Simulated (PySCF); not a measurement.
Mapped SMILES: `[N:1]#[C:2][c:3]1[cH:4][cH:5][cH:6][cH:7][n:8]1`; H(Xn) means a hydrogen on atom n.

GIAO PBE0/pcSseg-1 shifts (PySCF 2.14.0 with density-fitted response routines, gas phase, non-relativistic, equivalent atoms averaged), each against references optimised in the same way as the molecule (NH3, TMS).

On the GFN2-xTB geometry: N8 367.6, N1 314.3, C7 156.2, C5 142.5, C3 140.0, C4 137.0, C6 130.8, C2 123.0, H(C7) 9.08, H(C5) 8.08, H(C4) 7.92, H(C6) 7.56 ppm.

Question: What changes on the PBE0-D3(BJ)/def2-SVP geometry?

Answer: 
```tsv
atoms	δ (ppm)	change
N8	368.4	+0.8
N1	316.1	+1.8
C7	156.2	+0.0
C5	141.8	-0.7
C3	139.7	-0.3
C4	135.2	-1.8
C6	130.7	-0.1
C2	122.8	-0.2
H(C7)	8.86	-0.22
H(C5)	7.84	-0.24
H(C4)	7.65	-0.27
H(C6)	7.37	-0.19
```

Bonds between heavy atoms that differ most (equivalent bonds averaged): C2–C3 1.423 → 1.443 Å, N1–C2 1.145 → 1.158 Å, C7–N8 1.317 → 1.326 Å, C6–C7 1.390 → 1.397 Å, C4–C5 1.385 → 1.391 Å. Mean change of bonds to hydrogen: C–H +0.013 Å.
